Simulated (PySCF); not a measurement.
ClFMg. Atoms are numbered in the order given.

```xyz
3

Mg     0.0000     0.0000    -0.5589
F      0.0000     0.0000    -2.3085
Cl     0.0000     0.0000     1.6167
```

Geometry optimised at B3LYP-D3(BJ)/def2-TZVP.

These are IEF-PCM-M06-2X/def2-SVP in PySCF values and carry that method's errors.

The values are the electrostatic part of the solvation free energy, E(continuum) − E(gas) at the gas-phase geometry, in a cavity of scaled van der Waals radii (PySCF's table); cavitation and dispersion terms are not included. A continuum can't describe solvent molecules that bind to the metal. In vacuum the orbital gap is 9.10 eV. The dipole moment in vacuum is 0.25 D.

```csv
solvent,ε,ΔG(elec) (kcal/mol),dipole (D),gap (eV)
water,78.36,-18.6,0.22,9.78
ethanol,24.85,-17.8,0.20,9.75
ethylethanoate,5.99,-14.4,0.11,9.64
```
